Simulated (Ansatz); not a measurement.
Basis sets compared for the cluster K₃Sn₃I₉. The state is a singlet with charge 0. Geometry r2SCAN-D4/def2-SVP. Ansatz on 2 threads of AMD EPYC 7R13 on a shared host and a share (18 GiB) of an NVIDIA H100 80GB HBM3; times are rough, and most runs start from earlier orbitals.

```tsv
atom	x (Å)	y (Å)	z (Å)
K1	3.083	2.497	1.776
K2	-3.342	1.574	-0.471
K3	0.027	-0.813	2.919
Sn4	0.600	1.702	-1.674
Sn5	-3.075	-3.251	0.284
Sn6	1.202	-2.701	-1.848
I7	1.833	-1.046	-4.024
I8	-3.599	-1.003	2.043
I9	-0.427	2.288	1.147
I10	-1.583	3.180	-2.951
I11	2.632	0.587	4.405
I12	2.364	-1.070	0.204
I13	-1.733	-1.529	-1.764
I14	-0.656	-4.104	1.489
I15	2.674	3.688	-1.536
```

In the def2 sets I, Sn take a core potential; there is no spin–orbit coupling. Single mean-field runs in def2-TZVP are fitted with def2-universal-jkfit. Another isomer (singlet) lies 0.40 eV lower at PBE0-D4/def2-TZVP; other spin states weren't run for this one.

Binding counts from free atoms (K doublet, Sn triplet, I doublet) in the same basis, without a counterpoise term.

```csv
level,functions,energy (Eh),HOMO (eV),LUMO (eV),binding per atom (eV),wall time
PBE-D4/def2-SVP,384,-5121.8311,-4.82,-3.29,2.47,3.9 s
PBE0-D4/def2-SVP,384,-5122.2366,-5.88,-2.77,2.41,8.5 s
```

(1) Estimate the rows for PBE-D4/def2-TZVP (with forces), PBE0-D4/def2-TZVP.

Results:

(1) 
```tsv
level	functions	energy (Eh)	HOMO (eV)	LUMO (eV)	binding per atom (eV)	wall time
PBE-D4/def2-TZVP (with forces)	699	-5122.1661	-4.95	-3.28	2.46	8.5 s
PBE0-D4/def2-TZVP	699	-5122.5608	-5.98	-2.71	2.41	8.6 s
```
